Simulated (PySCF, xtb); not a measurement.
NbSF2Cl, SMILES [F][Nb]([F])(=[S])[Cl], multiplicity 1.

GFN2-xTB (xtb 6.7.1) at its own geometry gives an orbital gap of 2.01 eV and a dipole moment of 3.40 D.

Coordinates come from a B3LYP-D3(BJ)/def2-SVP optimisation. The multiplicity is an assumed one; other spin states were not compared. The def2 effective core potentials stand for the cores of Nb; spin–orbit coupling is left out.

**Question.** What does HF/def2-TZVP run with PySCF give? (The exact figures need the calculation; the answer reports its results.)

**Answer.** gap 11.37 eV (levels -11.14 and 0.23 eV), dipole 0.89 D.
